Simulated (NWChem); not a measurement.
System: C₂H₄BFN₂; SMILES NB1C=N[C@H]1F

Here is an NWChem input.

```
start job
memory heap 200 mb stack 900 mb global 1100 mb
geometry units angstroms
  N      1.892022     0.634196     0.404737
  B      0.521879     0.583076     0.493145
  C     -0.655502     1.424180    -0.053278
  N     -1.270817     0.378158    -0.486860
  C     -0.523328    -0.621341     0.284170
  F     -0.155458    -1.729975    -0.445483
  H      2.473348    -0.185528     0.467815
  H      2.413196     1.473813     0.213191
  H     -0.995770     2.420176    -0.289614
  H     -1.143622    -0.989322     1.105892
end
basis spherical
  * library 6-31g*
end
dft
  xc b3lyp
  iterations 150
end
driver
  maxiter 120
end
task dft optimize
task dft freq
```

Parts of the log:

```
             Northwest Computational Chemistry Package (NWChem) 7.3.0
             --------------------------------------------------------

 C1  symmetry detected

                             Geometry "geometry" -> ""
                             -------------------------

 Output coordinates in angstroms (scale by  1.889725989 to convert to a.u.)

  No.       Tag          Charge          X              Y              Z
 ---- ---------------- ---------- -------------- -------------- --------------
    1 N                    7.0000     1.00939216     1.71480301    -0.11226529
    2 B                    5.0000     0.04637008     0.82102235     0.28956262
    3 C                    6.0000    -1.43581914     0.55619392    -0.06433151
    4 N                    7.0000    -1.22605097    -0.70449278    -0.22996447
    5 C                    6.0000     0.06857165    -0.77851431     0.45611017
    6 F                    9.0000     1.01379504    -1.52469679    -0.21213803
    7 H                    1.0000     1.99322354     1.50129990    -0.09333301
    8 H                    1.0000     0.80924097     2.61859880    -0.50769112
    9 H                    1.0000    -2.37780082     1.01273059    -0.32488832
   10 H                    1.0000    -0.06057285    -1.25371924     1.43227803

 Effective nuclear repulsion energy (a.u.)     210.1851994709

                                Z-matrix (autoz)
                                --------

 Units are Angstrom for bonds and degrees for angles

      Type          Name      I     J     K     L     M      Value
      ----------- --------  ----- ----- ----- ----- ----- ----------
    1 Stretch                  1     2                       1.37394
    2 Stretch                  1     7                       1.00691
    3 Stretch                  1     8                       1.00661
    4 Stretch                  2     3                       1.54669
    5 Stretch                  2     5                       1.60834
    6 Stretch                  3     4                       1.28871
    7 Stretch                  3     9                       1.07872
    8 Stretch                  4     5                       1.46705
    9 Stretch                  5     6                       1.37724
   10 Stretch                  5    10                       1.09334
   11 Bend                     1     2     3               135.73778
   12 Bend                     1     2     5               131.87997
   13 Bend                     2     1     7               122.78029
   14 Bend                     2     1     8               124.02791
   15 Bend                     2     3     4                92.34528
   16 Bend                     2     3     9               145.04688
   17 Bend                     2     5     4                83.63921
   18 Bend                     2     5     6               119.87174
   19 Bend                     2     5    10               121.53909
   20 Bend                     3     2     5                82.33600
   21 Bend                     3     4     5                97.63696
   22 Bend                     4     3     9               121.67584
   23 Bend                     4     5     6               113.95877
   24 Bend                     4     5    10               109.58658
   25 Bend                     6     5    10               106.18807
   26 Bend                     7     1     8               113.08183
   27 Torsion                  1     2     3     4         130.76987
   28 Torsion                  1     2     3     9         -36.63590
   29 Torsion                  1     2     5     4        -134.96397
   30 Torsion                  1     2     5     6         -20.93688
   31 Torsion                  1     2     5    10         115.92788
   32 Torsion                  2     3     4     5          16.51037
   33 Torsion                  2     5     4     3         -15.94766
   34 Torsion                  3     2     1     7        -151.68502
   35 Torsion                  3     2     1     8          24.23607
   36 Torsion                  3     2     5     4          13.23493
   37 Torsion                  3     2     5     6         127.26202
   38 Torsion                  3     2     5    10         -95.87322
   39 Torsion                  3     4     5     6        -135.87229
   40 Torsion                  3     4     5    10         105.31624
   41 Torsion                  4     3     2     5         -15.02495
   42 Torsion                  5     2     1     7         -20.12759
   43 Torsion                  5     2     1     8         155.79349
   44 Torsion                  5     2     3     9         177.56928
   45 Torsion                  5     4     3     9        -171.93031

                           NWChem Geometry Optimization
                           ----------------------------

 maximum gradient threshold         (gmax) =   0.000450
 rms gradient threshold             (grms) =   0.000300
 maximum cartesian step threshold   (xmax) =   0.001800
 rms cartesian step threshold       (xrms) =   0.001200
 fixed trust radius                (trust) =   0.300000
 source of zmatrix                         =   autoz

          -------------------
          Energy Minimization
          -------------------

 Using diagonal initial Hessian
 Scaling for Hessian diagonals: bonds = 1.00  angles = 0.25  torsions = 0.10

          --------
          Step   0

                                 NWChem DFT Module
                                 -----------------

 Summary of "ao basis" -> "ao basis" (spherical)
 ------------------------------------------------------------------------------
       Tag                 Description            Shells   Functions and Types
 ---------------- ------------------------------  ------  ---------------------
 N                           6-31g*                  6       14   3s2p1d
 B                           6-31g*                  6       14   3s2p1d
 C                           6-31g*                  6       14   3s2p1d
 F                           6-31g*                  6       14   3s2p1d
 H                           6-31g*                  2        2   2s

            General Information
            -------------------
          SCF calculation type: DFT
          Wavefunction type:  closed shell.
          No. of atoms     :    10
          No. of electrons :    44
           Alpha electrons :    22
            Beta electrons :    22
          Charge           :     0
          Spin multiplicity:     1
          Use of symmetry is: off; symmetry adaption is: off
          Maximum number of iterations: 150
          AO basis - number of functions:    92
                     number of shells:    44
          Convergence on energy requested:  1.00D-06
          Convergence on density requested:  1.00D-05
          Convergence on gradient requested:  5.00D-04

              XC Information
              --------------
                         B3LYP Method XC Potential
                     Hartree-Fock (Exact) Exchange  0.200
                        Slater Exchange Functional  0.800 local
                    Becke 1988 Exchange Functional  0.720 non-local
              Lee-Yang-Parr Correlation Functional  0.810
                  VWN I RPA Correlation Functional  0.190 local

[...]

      ----------------------
      Optimization converged
      ----------------------

  Step       Energy      Delta E   Gmax     Grms     Xrms     Xmax
  ---- ---------------- -------- -------- -------- -------- --------
@   11    -312.78781700 -3.1D-07  0.00004  0.00001  0.00038  0.00086
                                     ok       ok       ok       ok

                                Z-matrix (autoz)
                                --------

 Units are Angstrom for bonds and degrees for angles

      Type          Name      I     J     K     L     M      Value     Gradient
      ----------- --------  ----- ----- ----- ----- ----- ---------- ----------
    1 Stretch                  1     2                       1.38680   -0.00001
    2 Stretch                  1     7                       1.01165   -0.00000
    3 Stretch                  1     8                       1.01125   -0.00000
    4 Stretch                  2     3                       1.55914    0.00000
    5 Stretch                  2     5                       1.60511    0.00003
    6 Stretch                  3     4                       1.30423    0.00001
    7 Stretch                  3     9                       1.09156   -0.00004
    8 Stretch                  4     5                       1.50181    0.00001
    9 Stretch                  5     6                       1.38457   -0.00004
   10 Stretch                  5    10                       1.09532   -0.00001
   11 Bend                     1     2     3               138.63845    0.00000
   12 Bend                     1     2     5               136.03553    0.00000
   13 Bend                     2     1     7               122.42753    0.00000
   14 Bend                     2     1     8               123.66694    0.00001
   15 Bend                     2     3     4                94.14120    0.00001
   16 Bend                     2     3     9               143.95856   -0.00000
   17 Bend                     2     5     4                85.16709   -0.00001
   18 Bend                     2     5     6               118.46937   -0.00001
   19 Bend                     2     5    10               120.97488    0.00001
   20 Bend                     3     2     5                82.56840   -0.00000
   21 Bend                     3     4     5                95.91117   -0.00000
   22 Bend                     4     3     9               121.52265   -0.00001
   23 Bend                     4     5     6               112.85803    0.00000
   24 Bend                     4     5    10               109.31242   -0.00000
   25 Bend                     6     5    10               107.76682    0.00001
   26 Bend                     7     1     8               113.81008   -0.00001
   27 Torsion                  1     2     3     4         150.52420   -0.00000
   28 Torsion                  1     2     3     9         -21.54966    0.00002
   29 Torsion                  1     2     5     4        -152.92313    0.00000
   30 Torsion                  1     2     5     6         -39.49408   -0.00000
   31 Torsion                  1     2     5    10          97.42225    0.00001
   32 Torsion                  2     3     4     5          12.08921    0.00000
   33 Torsion                  2     5     4     3         -11.74929    0.00000
   34 Torsion                  3     2     1     7        -164.36230   -0.00001
   35 Torsion                  3     2     1     8          11.86347    0.00003
   36 Torsion                  3     2     5     4           9.83823    0.00000
   37 Torsion                  3     2     5     6         123.26728   -0.00000
   38 Torsion                  3     2     5    10         -99.81639    0.00001
   39 Torsion                  3     4     5     6        -130.66461    0.00002
   40 Torsion                  3     4     5    10         109.42649    0.00000
   41 Torsion                  4     3     2     5         -11.33623   -0.00000
   42 Torsion                  5     2     1     7         -10.76658   -0.00002
   43 Torsion                  5     2     1     8         165.45919    0.00002
   44 Torsion                  5     2     3     9         176.58991    0.00002
   45 Torsion                  5     4     3     9        -173.37243   -0.00001

                         Geometry "geometry" -> "geometry"
                         ---------------------------------

 Output coordinates in angstroms (scale by  1.889725989 to convert to a.u.)

[...]

 Rotational Constants
 --------------------
 A=   0.172097 cm-1  (  0.247604 K)
 B=   0.123341 cm-1  (  0.177456 K)
 C=   0.076518 cm-1  (  0.110090 K)

 Temperature                      =   298.15K
 frequency scaling parameter      =   1.0000

 Zero-Point correction to Energy  =   44.812 kcal/mol  (  0.071413 au)
 Thermal correction to Energy     =   48.409 kcal/mol  (  0.077145 au)
 Thermal correction to Enthalpy   =   49.001 kcal/mol  (  0.078088 au)

 Total Entropy                    =   75.615 cal/mol-K
   - Translational                =   39.252 cal/mol-K (mol. weight =  86.0451)
   - Rotational                   =   26.387 cal/mol-K (symmetry #  =        1)
   - Vibrational                  =    9.976 cal/mol-K

 Cv (constant volume heat capacity) =   20.171 cal/mol-K
   - Translational                  =    2.979 cal/mol-K
   - Rotational                     =    2.979 cal/mol-K
   - Vibrational                    =   14.212 cal/mol-K

[normal modes left out]

 ----------------------------------------------------------------------------
 Normal Eigenvalue ||           Projected Infra Red Intensities
  Mode   [cm**-1]  || [atomic units] [(debye/angs)**2] [(KM/mol)] [arbitrary]
 ------ ---------- || -------------- ----------------- ---------- -----------
    1       -0.000 ||    0.000537           0.012         0.523       0.161
    2       -0.000 ||    0.002056           0.047         2.004       0.616
    3       -0.000 ||    0.001244           0.029         1.213       0.373
    4       -0.000 ||    0.002972           0.069         2.897       0.891
    5       -0.000 ||    0.001331           0.031         1.298       0.399
    6        0.000 ||    0.001428           0.033         1.392       0.428
    7      127.807 ||    0.010268           0.237        10.010       3.077
    8      195.250 ||    0.002689           0.062         2.622       0.806
    9      326.410 ||    0.001415           0.033         1.379       0.424
   10      437.505 ||    0.001552           0.036         1.513       0.465
   11      519.161 ||    0.220420           5.085       214.877      66.051
   12      592.741 ||    0.004060           0.094         3.958       1.217
   13      593.648 ||    0.001150           0.027         1.121       0.345
   14      658.772 ||    0.011607           0.268        11.315       3.478
   15      822.959 ||    0.017696           0.408        17.251       5.303
   16      856.613 ||    0.015013           0.346        14.635       4.499
   17      916.374 ||    0.020640           0.476        20.121       6.185
   18      986.143 ||    0.016232           0.374        15.824       4.864
   19     1084.348 ||    0.139833           3.226       136.316      41.902
   20     1133.888 ||    0.045791           1.056        44.639      13.722
   21     1226.874 ||    0.006924           0.160         6.750       2.075
   22     1289.153 ||    0.018040           0.416        17.586       5.406
   23     1373.948 ||    0.040911           0.944        39.882      12.259
   24     1493.833 ||    0.093477           2.157        91.126      28.011
   25     1573.041 ||    0.001827           0.042         1.781       0.547
   26     1669.482 ||    0.170610           3.936       166.319      51.125
   27     3080.661 ||    0.045641           1.053        44.493      13.677
   28     3152.172 ||    0.038248           0.882        37.286      11.461
   29     3580.035 ||    0.037113           0.856        36.179      11.121
   30     3670.796 ||    0.030411           0.702        29.646       9.113
 ----------------------------------------------------------------------------
```

Level: B3LYP/6-31G* (spherical d). B3LYP is NWChem's, with the RPA form of VWN correlation.
